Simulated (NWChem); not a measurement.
CH7NSi2; SMILES C1[SiH2]N[SiH2]1

```xyz
11

C      0.0000     0.0000     1.3506
Si     1.3099     0.0000    -0.0367
N      0.0000     0.0000    -1.2169
Si    -1.3099     0.0000    -0.0367
H      0.0000     0.9013     1.9941
H      0.0000    -0.9013     1.9941
H      2.2053    -1.2151    -0.0774
H      2.2053     1.2151    -0.0774
H      0.0000     0.0000    -2.2372
H     -2.2053     1.2151    -0.0774
H     -2.2053    -1.2151    -0.0774
```
Atoms are numbered in this order, from 1.

All runs: NWChem. Geometry: optimised at PBE-D3(BJ)/def2-SVP. Level SCAN/def2-SVP: energy and gradient on several grids; changes count from the extra-fine grid, which is no exact limit either.

```json
[
 {"grid": "xcoarse", "size of the energy change (μHa)": "9000", "largest change of a gradient component (μHa/bohr)": "3000", "time, medium = 1 (rough)": "about 1"},
 {"grid": "coarse", "size of the energy change (μHa)": "2000", "largest change of a gradient component (μHa/bohr)": "700", "time, medium = 1 (rough)": "about 1"},
 {"grid": "medium", "size of the energy change (μHa)": "900", "largest change of a gradient component (μHa/bohr)": "1000", "time, medium = 1 (rough)": "about 1"},
 {"grid": "fine", "size of the energy change (μHa)": "2000", "largest change of a gradient component (μHa/bohr)": "400", "time, medium = 1 (rough)": "about 1"},
 {"grid": "xfine", "size of the energy change (μHa)": "< 10", "largest change of a gradient component (μHa/bohr)": "< 30", "time, medium = 1 (rough)": "2"}
]
```
